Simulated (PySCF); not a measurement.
Isomers of C6H9F.

All values: wB97X-D/def2-SVPD (PySCF) at PBE0-D3(BJ)/def2-SVP geometries, gas phase, one conformer each. Core orbitals are frozen in the response; Δα² is half the sum of the squared differences of the principal polarisabilities.

Question: Rank by polarisability anisotropy Δα, lowest first.
A. `[CH2:1]=[C:2]=[CH:3][CH2:4][C@H:5]([CH3:6])[F:7]` with C2–C3–C4–C5 -105°, C3–C4–C5–C6 -62°
B. `[CH3:1][C@@H:2]1[CH2:3][CH:4]=[CH:5][C@H:6]1[F:7]` with C1–C2–C3–C4 -150°, C2–C3–C4–C5 14°, C4–C5–C6–F7 -136°, C1–C2–C6–C5 152°
C. `F[C@H]1CC12CCC2`
D. `[CH2:1]=[C:2]=[CH:3][C:4]([CH3:5])([CH3:6])[F:7]` with C2–C3–C4–C5 13°

Answer: C (1.82 Å³), B (2.69 Å³), D (6.17 Å³), A (7.01 Å³).

All values together:

| SMILES | μ (D) | HOMO (eV) | LUMO (eV) | α (Å³) | Δα (Å³) | ΔSCF removal energy (eV) |
| --- | --- | --- | --- | --- | --- | --- |
| C[C@@H]1CC=C[C@H]1F | 2.14 | -9.28 | 1.81 | 10.24 | 2.69 | 9.56 |
| C=C=CC(C)(C)F | 2.02 | -9.55 | 1.79 | 11.41 | 6.17 | 9.74 |
| F[C@H]1CC12CCC2 | 1.81 | -9.52 | 2.46 | 9.97 | 1.82 | 9.74 |
| C=C=CC[C@H](C)F | 1.77 | -9.35 | 1.81 | 11.58 | 7.01 | 9.56 |

Conformers: `[CH3:1][C@@H:2]1[CH2:3][CH:4]=[CH:5][C@H:6]1[F:7]` with C1–C2–C3–C4 -150°, C2–C3–C4–C5 14°, C4–C5–C6–F7 -136°, C1–C2–C6–C5 152°; `[CH2:1]=[C:2]=[CH:3][C:4]([CH3:5])([CH3:6])[F:7]` with C2–C3–C4–C5 13°; `[CH2:1]=[C:2]=[CH:3][CH2:4][C@H:5]([CH3:6])[F:7]` with C2–C3–C4–C5 -105°, C3–C4–C5–C6 -62°.
